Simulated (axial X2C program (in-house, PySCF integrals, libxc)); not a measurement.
Density and ELF of CaN⁺

All values were computed with an in-house all-electron X2C program for linear molecules (integrals from PySCF). Two-component (2c) means X2C with spin–orbit coupling and atomic mean-field two-electron Coulomb and Gaunt terms. Basis: Ca dyall-cv3z [11s12p6d4f], N dyall-av3z [7s7p3d2f] (cores contracted in-house); Gaussian nuclei, density fitting, unrestricted open shells. Masses: Ca 39.963 u, N 14.003 u.

PBE0, two-component, state Ω = 1 (⟨Sz⟩ = 1.00, ⟨Lz⟩ = 0.00 at PBE0); Ca at z = 0, N at z = 2.141 Å.

The maps cover the half plane through the axis: z from -2.4 to 4.2 Å along the bond, ρ from 0.15 to 2.25 Å away from it.

log10 of the density in e/bohr³:

```
 ρ\z  -2.4  -1.8  -1.2  -0.6   0.0   0.6   1.2   1.8   2.4   3.0   3.6   4.2
0.15  -3.6  -2.7  -1.7  -0.3   1.4  -0.4  -1.0  -0.3  -0.2  -1.1  -2.2  -3.2
0.45  -3.7  -2.8  -1.9  -0.7  -0.1  -0.7  -1.2  -0.6  -0.5  -1.3  -2.3  -3.3
0.75  -3.8  -3.0  -2.2  -1.2  -0.7  -1.2  -1.5  -1.1  -1.1  -1.7  -2.5  -3.5
1.05  -4.0  -3.3  -2.7  -1.9  -1.5  -1.9  -1.9  -1.6  -1.6  -2.1  -2.8  -3.7
1.35  -4.3  -3.6  -3.1  -2.6  -2.3  -2.5  -2.3  -2.1  -2.2  -2.6  -3.2  -3.9
1.65  -4.5  -4.0  -3.6  -3.3  -3.1  -3.0  -2.8  -2.6  -2.7  -3.0  -3.6  -4.2
1.95  -4.8  -4.3  -4.1  -4.0  -3.8  -3.5  -3.2  -3.1  -3.2  -3.5  -4.0  -4.6
2.25  -5.1  -4.7  -4.5  -4.4  -4.3  -3.9  -3.7  -3.6  -3.7  -4.0  -4.4  -4.9
```

Electron localisation function (collinear form, no current term, damped to 0 at low density):

```
 ρ\z  -2.4  -1.8  -1.2  -0.6   0.0   0.6   1.2   1.8   2.4   3.0   3.6   4.2
0.15  0.04  0.23  0.49  0.89  0.85  0.84  0.63  0.60  0.24  0.95  0.80  0.25
0.45  0.03  0.19  0.34  0.84  0.63  0.75  0.57  0.85  0.86  0.92  0.74  0.18
0.75  0.01  0.13  0.15  0.65  0.87  0.40  0.48  0.80  0.84  0.84  0.61  0.08
1.05  0.00  0.06  0.05  0.27  0.62  0.08  0.41  0.64  0.69  0.66  0.39  0.02
1.35  0.00  0.02  0.01  0.04  0.13  0.01  0.33  0.41  0.43  0.38  0.15  0.00
1.65  0.00  0.00  0.00  0.00  0.01  0.01  0.24  0.20  0.18  0.14  0.03  0.00
1.95  0.00  0.00  0.00  0.00  0.00  0.01  0.11  0.07  0.06  0.03  0.00  0.00
2.25  0.00  0.00  0.00  0.00  0.00  0.00  0.02  0.02  0.01  0.00  0.00  0.00
```

Axial spin density in 10⁻³ e/bohr³:

```
 ρ\z  -2.4  -1.8  -1.2  -0.6   0.0   0.6   1.2   1.8    2.4   3.0   3.6   4.2
0.15  -0.1  -0.5  -1.9  -3.6   1.4  -2.7  -3.1  56.9   85.0  -1.7  -0.5  -0.1
0.45  -0.1  -0.4  -1.2   1.3  -4.1   1.4   4.0  86.3  103.0   2.5  -0.3  -0.1
0.75  -0.1  -0.3  -0.6   0.8  -1.0   1.8   6.4  40.5   40.0   3.3   0.0   0.0
1.05   0.0  -0.2  -0.2   0.2  -0.1   1.3   4.5  14.7   12.9   2.1   0.1   0.0
1.35   0.0  -0.1  -0.1   0.0   0.0   0.7   2.4   5.0    4.1   1.0   0.1   0.0
1.65   0.0   0.0  -0.1   0.0   0.0   0.4   1.0   1.7    1.3   0.4   0.0   0.0
1.95   0.0   0.0   0.0   0.0   0.0   0.2   0.4   0.6    0.5   0.1   0.0   0.0
2.25   0.0   0.0   0.0   0.0   0.0   0.1   0.1   0.2    0.1   0.1   0.0   0.0
```

One determinant describes the state; a PBE0 search over occupations chose it and may have missed a lower one. Density functionals use the spin component along the axis (collinear). Other states lie close and PBE0, whose exact exchange favours high spin, may order them wrongly; the determinant shown need not be the ground state. The nearest other 2c determinant of the search, Ω = 2, lies 0.41 eV up at the distance of the search. With several unpaired electrons one determinant need not be a pure state. Open-shell Ω = 0 determinants with evenly filled partner blocks cannot be reached by this program, so the Ω shown need not be the lowest component. This is the Ω = 1 component of a π² triplet; the 0⁺ component is not one determinant and can lie lowest. The determinant is spin-polarised beyond a pure state at some levels (its spin-free form has ⟨S²⟩ too high), which makes Re and μ there less reliable.
